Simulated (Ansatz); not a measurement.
## Telling isomers of C2HNNa apart by their spectra

These gas-phase data were calculated for one isomer of C2HNNa at PBE0-D3(BJ)/def2-SVP (harmonic, unscaled wavenumbers; equilibrium rotational constants with average atomic masses):

```
rotational constants            : 564.8, 2.189, 2.181 GHz
all wavenumbers above 1500 cm⁻¹ : 3469, 1935
```

Candidates:

(1) `N=C=[C][Na]`, a doublet
(2) `[CH]=C=[N][Na]`, a doublet

Assign the data to one candidate and say why.

Candidate (1). The band at 3469 cm⁻¹ lies where the N–H stretch is expected; (2) has no mode between 3250 and 3800 cm⁻¹.

The same quantities for all candidates:

```tsv
	rotational constants (GHz)	wavenumbers above 1500 cm⁻¹	E above the lowest, PBE0-D3(BJ)/def2-SVP (kcal/mol)
(1)	564.8, 2.189, 2.181	3469, 1935	11.6
(2)	158.9, 2.564, 2.523	3215, 1999	0.0
```

Harmonic stretches to hydrogen usually lie a few per cent above observed fundamentals. Each candidate is one conformer. Open shells are spin-unrestricted. Programs: Ansatz 0.2.0.
